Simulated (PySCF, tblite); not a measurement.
Isomers of C7H13NOSi, one GFN2-xTB conformer each. Single-point energies are computed at PBE0/pcSseg-1 (PySCF, gas phase, no added dispersion term), electronic only.

```csv
SMILES,GFN2-xTB relative energy (kJ/mol)
C=C(C)CC(=O)C(=C)[SiH2]N,111.3
N#CC[C@H]1CC[SiH2]CCO1,84.5
C/C=C(/C#N)O[SiH2]C(C)C,0.0
C=C([SiH2]N)C(=O)CC1CC1,108.8
```

Conformers: `[CH2:1]=[C:2]([CH3:3])[CH2:4][C:5](=[O:6])[C:7](=[CH2:8])[SiH2:9][NH2:10]` with C1–C2–C4–C5 105°, C2–C4–C5–O6 5°, C4–C5–C7–C8 -60°, C5–C7–Si9–N10 -11°, C7–Si9–N10–H 43° and -179°; `[N:1]#[C:2][CH2:3][C@H:4]1[CH2:5][CH2:6][SiH2:7][CH2:8][CH2:9][O:10]1` with C2–C3–C4–C5 179°, C3–C4–C5–C6 -179°, C4–C5–C6–Si7 -56°, C5–C6–Si7–C8 -26°, C6–Si7–C8–C9 69°; `[CH3:1]/[CH:2]=[C:3](/[C:4]#[N:5])[O:6][SiH2:7][CH:8]([CH3:9])[CH3:10]` with C2–C3–O6–Si7 180°, C3–O6–Si7–C8 180°, O6–Si7–C8–C9 62°; `[CH2:1]=[C:2]([SiH2:3][NH2:4])[C:5](=[O:6])[CH2:7][CH:8]1[CH2:9][CH2:10]1` with C1–C2–Si3–N4 13°, C2–Si3–N4–H -172° and 53°, C1–C2–C5–O6 155°, C2–C5–C7–C8 -165°, C5–C7–C8–C9 167°.

Question: What does PBE0/pcSseg-1 give for the same structures?

Answer: 
```
                  SMILES  PBE0/pcSseg-1 E (Eh)  PBE0/pcSseg-1 (kJ/mol)  GFN2-xTB (kJ/mol)  point group
 C/C=C(/C#N)O[SiH2]C(C)C            -693.37757                     0.0                0.0           Cs
  N#CC[C@H]1CC[SiH2]CCO1            -693.36091                    43.7               84.5           C1
C=C(C)CC(=O)C(=C)[SiH2]N            -693.35942                    47.7              111.3           C1
 C=C([SiH2]N)C(=O)CC1CC1            -693.35564                    57.6              108.8           C1
```

Both levels put the same isomer lowest; measured from each level's own lowest isomer, the values differ by up to 63.6 kJ/mol (C=C(C)CC(=O)C(=C)[SiH2]N: 111.3 against 47.7). As drawn, the lowest has a C≡N group and an Si–O bond, which the highest lacks; the highest has a three-membered ring, a C=O bond and an N–H bond, which the lowest lacks. Neighbours under 10 kJ/mol apart (N#CC[C@H]1CC[SiH2]CCO1 and C=C(C)CC(=O)C(=C)[SiH2]N; C=C(C)CC(=O)C(=C)[SiH2]N and C=C([SiH2]N)C(=O)CC1CC1) can change places with a better method, another conformer or zero-point energy.

Question: Which frontier levels, dipoles and rotational constants go with these structures?

Answer: 
| SMILES | HOMO (eV, PBE0/pcSseg-1) | LUMO (eV) | dipole (D) | A, B, C (MHz) |
| --- | --- | --- | --- | --- |
| C/C=C(/C#N)O[SiH2]C(C)C | -7.19 | -1.04 | 3.75 | 1548, 715.2, 551.1 |
| N#CC[C@H]1CC[SiH2]CCO1 | -8.02 | 0.53 | 4.59 | 2263, 724.0, 627.5 |
| C=C(C)CC(=O)C(=C)[SiH2]N | -6.98 | -1.28 | 1.52 | 1935, 656.8, 572.2 |
| C=C([SiH2]N)C(=O)CC1CC1 | -7.20 | -1.67 | 3.14 | 2903, 495.7, 460.4 |

Question: What happens when harmonic zero-point energies from GFN2-xTB frequencies are added?

Answer: 
```tsv
SMILES	ZPE (kJ/mol)	electronic (kJ/mol)	with ZPE (kJ/mol)
C/C=C(/C#N)O[SiH2]C(C)C	477.2	0.0	0.0
N#CC[C@H]1CC[SiH2]CCO1	487.2	43.7	53.7
C=C(C)CC(=O)C(=C)[SiH2]N	471.2	47.7	41.7
C=C([SiH2]N)C(=O)CC1CC1	476.9	57.6	57.3
```

The zero-point energies span 16.0 kJ/mol. The lowest isomer stays, but the order above it changes.
